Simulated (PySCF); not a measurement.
# EuH₃⁻, broken-symmetry Ms = 5/2: computed properties

Method: PySCF, UB3LYP, basis Eu def2-SVP with ECP28, H def2-SVP (scalar-relativistic core potentials, no spin–orbit coupling, density fitting).

The structure is a minimum.

Z-matrix (Å, degrees; charge -1 multiplicity 6):
```
Eu
H  1 2.2182
H  1 2.1674 2 92.24
H  1 2.1674 2 92.24 3 180.00
```

* Point group: C2v
* Bond lengths: Eu–H 2.167 Å (×2), Eu–H 2.218 Å
* Bond angles: H–Eu–H 92.2° (×2), H–Eu–H 175.5°
* Entropy at 298.15 K and 1 bar (electronic part: spin only): 275.1 J/(mol K)
* Highest occupied level (β): 1.08 eV
* Zero-point energy: 24.4 kJ/mol
* Principal polarisabilities: 154.3, 173.7, 350.8 bohr³
* Rotational symmetry number: 2
* Lowest empty level (α): 0.22 eV
* Spin squared ⟨S²⟩: 10.315
* Dipole moment about the centre of mass: 0.06 D
* Enthalpy at 298.15 K above 0 K: 13.37 kJ/mol
* Rotational constants: 3.408, 1.783, 1.171 cm⁻¹
* Heat capacity Cp at 298.15 K: 57.8 J/(mol K)
* Principal quadrupole moments (Buckingham, traceless) about the centre of mass: -14.10, -5.27, 19.37 D Å

Harmonic modes (masses in u: Eu 152.921, H 1.008):
```tsv
symmetry	ω (cm⁻¹)	IR (km/mol)	μ (u)	type
b2	241	52.1	1.01	bend
b1	259	161	1.02	bend
a1	471	115	1.02	bend
b2	1018	119	1.02	stretch
a1	1034	35.9	1.01	stretch
a1	1061	910	1.01	stretch
```

In C2v the vibrations span 2b2 + b1 + 3a1. Here b1 is antisymmetric to the molecular plane and b2 lies in it.

Charges (e):
| atom | Mulliken | Löwdin | polar tensor | spin (Mulliken) | Mayer order to Eu1 |
| --- | --- | --- | --- | --- | --- |
| Eu1 | -0.12 | -0.32 | -0.45 | 5.73 | – |
| H2 | -0.37 | -0.30 | -0.39 | -0.07 | 0.85 |
| H3,4 | -0.25 | -0.19 | -0.08 | -0.33 | 0.72 |

Mulliken populations on Eu1 (electrons outside its core potential): s 5.12, p 12.67, d 10.69, f 6.64.

The determinant is spin-contaminated (⟨S²⟩ = 10.32, pure value 8.75). The highest occupied level lies above zero, a sign of self-interaction error or too small a basis; response properties are unreliable. Only a few start shapes were tried, so a lower isomer may exist. With open d or f shells other occupations or spin states may lie lower. The pruned grid is coarse for the open f shell: energies are uncertain by about 2 kJ/mol and soft modes are noisy. The lowest empty level of this anion is unbound, so it and the gap depend on the basis. At this level a octet minimum of D3h symmetry lies 225 kJ/mol below this structure. The basis has no diffuse functions, which an anion would want. With an element this heavy the missing spin–orbit coupling can shift these numbers.

The final relaxation and frequency run took of the order of 3 core-minutes on a shared host.
